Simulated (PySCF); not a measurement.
A geometry optimisation, step by step.

Species: thiosalicylic acid, C7H6O2S.
Atom-mapped SMILES: `[O:1]=[C:2]([OH:3])[c:4]1[cH:5][cH:6][cH:7][cH:8][c:9]1[SH:10]` (hydrogens: H11 on O3; H12 on C5; H13 on C6; H14 on C7; H15 on C8; H16 on S10)

Computed by this run: PBE0-D3(BJ)/def2-SVP geometry optimisation, gas phase (PySCF 2.14.0); density fitting, grid level 2; the optimiser is geomeTRIC in internal coordinates, started from a GFN2-xTB structure. The frame can shift and turn from step to step; on so coarse a grid that alone can change the energy by a few meV, and forces under 0.02 eV/Å are noise.

Step 0: E = -22258.6129 eV, largest atomic force 0.846 eV/Å
```
atom  x, y, z in Å  |  force x, y, z in eV/Å
O1      2.552   -0.759   -1.109   -0.057   0.029   0.025
C2      1.950    0.001   -0.391    0.829  -0.012  -0.168
O3      2.617    0.991    0.247   -0.248   0.041   0.076
C4      0.493   -0.077   -0.163   -0.052  -0.104  -0.104
C5     -0.141   -1.084   -0.906    0.086   0.061   0.042
C6     -1.494   -1.313   -0.828   -0.043   0.006   0.013
C7     -2.268   -0.523    0.013    0.124  -0.013  -0.031
C8     -1.672    0.471    0.754   -0.004   0.023   0.022
C9     -0.298    0.714    0.685    0.356   0.436   0.307
S10     0.236    2.026    1.729   -0.689   0.143   0.280
H11     3.557    0.934    0.011   -0.171  -0.199  -0.116
H12     0.484   -1.683   -1.552    0.266  -0.234  -0.252
H13    -1.948   -2.096   -1.415   -0.187  -0.352  -0.270
H14    -3.333   -0.686    0.090   -0.479  -0.060   0.043
H15    -2.263    1.091    1.412   -0.307   0.243   0.275
H16     1.522    2.000    1.411    0.576  -0.009  -0.141
```

Step 1: E = -22258.6536 eV, largest atomic force 0.234 eV/Å
```
atom  x, y, z in Å  |  force x, y, z in eV/Å
O1      2.551   -0.698   -1.196    0.048  -0.008  -0.016
C2      1.969   -0.019   -0.388   -0.147  -0.034   0.030
O3      2.649    0.812    0.421    0.035   0.007   0.045
C4      0.494   -0.058   -0.184    0.077   0.013   0.033
C5     -0.144   -1.054   -0.946    0.030  -0.037  -0.033
C6     -1.506   -1.283   -0.871   -0.017  -0.036  -0.030
C7     -2.273   -0.494   -0.013   -0.093  -0.017  -0.005
C8     -1.673    0.501    0.740   -0.011   0.046   0.055
C9     -0.288    0.747    0.680   -0.060  -0.028  -0.042
S10     0.212    2.074    1.724    0.225  -0.004  -0.065
H11     3.585    0.675    0.205    0.019   0.066  -0.024
H12     0.492   -1.654   -1.600   -0.012   0.021   0.009
H13    -1.967   -2.070   -1.471    0.007   0.022   0.012
H14    -3.352   -0.654    0.071    0.036   0.012  -0.002
H15    -2.283    1.119    1.405    0.008  -0.014  -0.019
H16     1.528    2.065    1.415   -0.143  -0.010   0.051
```

Step 2: E = -22258.6489 eV, largest atomic force 0.236 eV/Å
```
atom  x, y, z in Å  |  force x, y, z in eV/Å
O1      2.579   -0.688   -1.172   -0.040  -0.049   0.036
C2      1.972   -0.022   -0.371   -0.118  -0.050  -0.198
O3      2.625    0.850    0.419    0.168  -0.056  -0.014
C4      0.498   -0.087   -0.178   -0.023   0.015   0.091
C5     -0.150   -1.079   -0.939    0.089   0.026   0.001
C6     -1.516   -1.285   -0.868    0.000  -0.046  -0.045
C7     -2.282   -0.482   -0.019    0.020   0.025   0.012
C8     -1.674    0.508    0.735    0.034  -0.063  -0.064
C9     -0.285    0.726    0.675    0.008   0.133   0.109
S10     0.246    2.044    1.714   -0.097   0.075   0.073
H11     3.563    0.775    0.181   -0.002  -0.002  -0.016
H12     0.479   -1.686   -1.593    0.003  -0.014  -0.009
H13    -1.985   -2.065   -1.469   -0.001  -0.004  -0.002
H14    -3.363   -0.626    0.055    0.002  -0.006  -0.008
H15    -2.277    1.138    1.394    0.015  -0.004  -0.003
H16     1.561    1.987    1.427   -0.059   0.022   0.036
```

Step 3: E = -22258.6583 eV, largest atomic force 0.134 eV/Å
```
atom  x, y, z in Å  |  force x, y, z in eV/Å
O1      2.561   -0.702   -1.181   -0.047  -0.078   0.003
C2      1.969   -0.028   -0.375    0.042   0.080  -0.099
O3      2.645    0.838    0.404   -0.006   0.011   0.062
C4      0.495   -0.078   -0.169    0.033  -0.019   0.047
C5     -0.144   -1.072   -0.934   -0.010   0.020   0.015
C6     -1.509   -1.284   -0.869   -0.008  -0.015  -0.017
C7     -2.279   -0.484   -0.022    0.022   0.012   0.000
C8     -1.677    0.507    0.736    0.029  -0.026  -0.030
C9     -0.288    0.736    0.684   -0.005   0.027   0.021
S10     0.228    2.057    1.728   -0.037   0.013   0.014
H11     3.578    0.749    0.154   -0.023  -0.005  -0.016
H12     0.491   -1.675   -1.585    0.001  -0.004   0.000
H13    -1.974   -2.066   -1.472   -0.004  -0.004  -0.002
H14    -3.360   -0.631    0.049   -0.004  -0.002  -0.003
H15    -2.286    1.134    1.392    0.003   0.000   0.002
H16     1.544    2.009    1.451    0.014  -0.009   0.001
```

Step 4: E = -22258.6560 eV, largest atomic force 0.253 eV/Å
```
atom  x, y, z in Å  |  force x, y, z in eV/Å
O1      2.540   -0.724   -1.184    0.163   0.170   0.094
C2      1.968   -0.025   -0.385   -0.204  -0.110   0.061
O3      2.639    0.843    0.396    0.123  -0.094  -0.166
C4      0.497   -0.074   -0.166   -0.037   0.007  -0.012
C5     -0.143   -1.069   -0.928   -0.004  -0.038  -0.046
C6     -1.507   -1.288   -0.871    0.028   0.058   0.047
C7     -2.275   -0.483   -0.025   -0.026  -0.008  -0.004
C8     -1.672    0.507    0.732   -0.020   0.032   0.035
C9     -0.285    0.741    0.689   -0.029  -0.046  -0.040
S10     0.227    2.061    1.737   -0.006  -0.006  -0.009
H11     3.572    0.753    0.144    0.032   0.023   0.016
H12     0.495   -1.672   -1.577   -0.001   0.001   0.004
H13    -1.970   -2.071   -1.474    0.005   0.004   0.004
H14    -3.356   -0.629    0.044   -0.005   0.008   0.005
H15    -2.284    1.133    1.387   -0.009  -0.001   0.004
H16     1.545    2.004    1.470   -0.009   0.001   0.008
```

Step 5: E = -22258.6592 eV, largest atomic force 0.095 eV/Å
```
atom  x, y, z in Å  |  force x, y, z in eV/Å
O1      2.554   -0.716   -1.177    0.010   0.028  -0.019
C2      1.968   -0.024   -0.383   -0.016  -0.071   0.062
O3      2.646    0.844    0.394    0.000   0.018  -0.031
C4      0.497   -0.076   -0.166   -0.012   0.016  -0.006
C5     -0.144   -1.071   -0.928    0.016  -0.013  -0.028
C6     -1.509   -1.286   -0.869    0.012   0.021   0.018
C7     -2.278   -0.483   -0.025   -0.004  -0.004  -0.004
C8     -1.675    0.508    0.733   -0.012   0.012   0.016
C9     -0.287    0.739    0.687   -0.008  -0.010  -0.012
S10     0.225    2.058    1.735    0.001  -0.001  -0.006
H11     3.578    0.752    0.139    0.005   0.004   0.002
H12     0.492   -1.675   -1.578    0.003  -0.003   0.000
H13    -1.972   -2.069   -1.473    0.003   0.000   0.001
H14    -3.359   -0.628    0.045   -0.001   0.004   0.001
H15    -2.285    1.134    1.388   -0.002  -0.001   0.003
H16     1.543    2.000    1.469    0.005  -0.002   0.004
```

Step 6: E = -22258.6593 eV, largest atomic force 0.084 eV/Å
```
atom  x, y, z in Å  |  force x, y, z in eV/Å
O1      2.553   -0.717   -1.177    0.010  -0.015   0.021
C2      1.968   -0.030   -0.378    0.000   0.059  -0.022
O3      2.644    0.849    0.386    0.012  -0.011  -0.001
C4      0.496   -0.080   -0.163    0.025  -0.023  -0.004
C5     -0.140   -1.076   -0.927   -0.061   0.040   0.042
C6     -1.506   -1.284   -0.867   -0.020  -0.034  -0.029
C7     -2.279   -0.479   -0.026    0.010   0.003   0.001
C8     -1.678    0.511    0.734    0.022  -0.025  -0.028
C9     -0.289    0.736    0.688    0.017   0.011   0.014
S10     0.227    2.054    1.736   -0.011   0.006   0.006
H11     3.575    0.764    0.126   -0.003  -0.001   0.001
H12     0.496   -1.681   -1.575   -0.006   0.002   0.006
H13    -1.970   -2.065   -1.471   -0.008  -0.005  -0.002
H14    -3.360   -0.623    0.039   -0.002  -0.004  -0.004
H15    -2.288    1.139    1.388    0.004  -0.001   0.000
H16     1.545    1.989    1.478    0.010  -0.002   0.000
```

Step 7: E = -22258.6596 eV, largest atomic force 0.052 eV/Å
```
atom  x, y, z in Å  |  force x, y, z in eV/Å
O1      2.555   -0.718   -1.174   -0.005  -0.022   0.013
C2      1.969   -0.029   -0.378    0.009   0.033  -0.039
O3      2.645    0.853    0.383   -0.008  -0.001   0.010
C4      0.497   -0.081   -0.162   -0.005  -0.007   0.010
C5     -0.144   -1.075   -0.925    0.017  -0.012  -0.017
C6     -1.510   -1.286   -0.869    0.011   0.021   0.014
C7     -2.279   -0.479   -0.028    0.000   0.000   0.000
C8     -1.676    0.510    0.731   -0.007   0.010   0.008
C9     -0.287    0.736    0.689   -0.001  -0.011   0.000
S10     0.228    2.054    1.738   -0.015  -0.002   0.001
H11     3.576    0.768    0.122   -0.004  -0.004  -0.001
H12     0.492   -1.681   -1.572    0.004  -0.003  -0.001
H13    -1.974   -2.068   -1.473    0.002   0.001   0.001
H14    -3.361   -0.621    0.038   -0.002   0.002   0.002
H15    -2.286    1.138    1.385   -0.002   0.000   0.003
H16     1.547    1.988    1.483    0.007  -0.004  -0.003
```

Step 8: E = -22258.6597 eV, largest atomic force 0.054 eV/Å
```
atom  x, y, z in Å  |  force x, y, z in eV/Å
O1      2.556   -0.725   -1.170   -0.001   0.012  -0.011
C2      1.968   -0.027   -0.381    0.004  -0.038   0.039
O3      2.645    0.856    0.379   -0.007   0.014  -0.016
C4      0.497   -0.079   -0.163   -0.008   0.013  -0.011
C5     -0.143   -1.075   -0.925    0.003   0.003  -0.005
C6     -1.509   -1.285   -0.868   -0.002  -0.005  -0.003
C7     -2.280   -0.478   -0.027    0.005   0.001   0.001
C8     -1.676    0.510    0.732   -0.007   0.002   0.004
C9     -0.287    0.737    0.688    0.001  -0.003   0.002
S10     0.226    2.053    1.739    0.008   0.000  -0.003
H11     3.576    0.767    0.121    0.003   0.000   0.002
H12     0.493   -1.681   -1.573    0.000  -0.001   0.000
H13    -1.973   -2.067   -1.472    0.001   0.000   0.000
H14    -3.361   -0.620    0.038    0.001   0.001  -0.001
H15    -2.286    1.138    1.387    0.000   0.000   0.001
H16     1.547    1.984    1.486   -0.001   0.002   0.002
```

Step 9: E = -22258.6598 eV, largest atomic force under 0.02 eV/Å
```
atom  x, y, z in Å  |  force x, y, z in eV/Å
O1      2.556   -0.727   -1.167   -0.001  -0.001   0.000
C2      1.968   -0.029   -0.380    0.005  -0.005   0.009
O3      2.644    0.859    0.375   -0.003   0.006  -0.005
C4      0.497   -0.081   -0.162   -0.001   0.003  -0.007
C5     -0.143   -1.076   -0.925   -0.003   0.003  -0.002
C6     -1.509   -1.284   -0.869    0.002   0.002   0.002
C7     -2.279   -0.477   -0.028   -0.008  -0.001   0.001
C8     -1.676    0.511    0.732    0.004  -0.005  -0.005
C9     -0.287    0.736    0.689    0.004   0.000   0.005
S10     0.228    2.052    1.740    0.001   0.000   0.000
H11     3.575    0.771    0.117    0.001  -0.001   0.001
H12     0.493   -1.683   -1.572    0.000   0.000   0.001
H13    -1.974   -2.066   -1.472   -0.001   0.001   0.001
H14    -3.361   -0.618    0.037   -0.001   0.000   0.000
H15    -2.286    1.139    1.387    0.001  -0.001   0.000
H16     1.548    1.982    1.488    0.000   0.001   0.000
```

**Question.** Summarise the path.

**Answer.** The energy falls by 1.08 kcal/mol from step 0 to step 9; nine tenths of that is first reached at step 3. It rises by more than 0.2 meV at steps 2 and 4. The largest force goes from 0.846 to under 0.02 eV/Å. Among the bonds S10–H16 changes most, from 1.325 to 1.346 Å; the atoms move by 0.051 Å rms after alignment.

The cost below is that of the whole optimisation. Hardware: an AMD EPYC 9R14 with one thread, shared host with 96 logical CPUs at a one-minute load of 22. Cost: 1.8 min, 0.81 GiB resident at most.
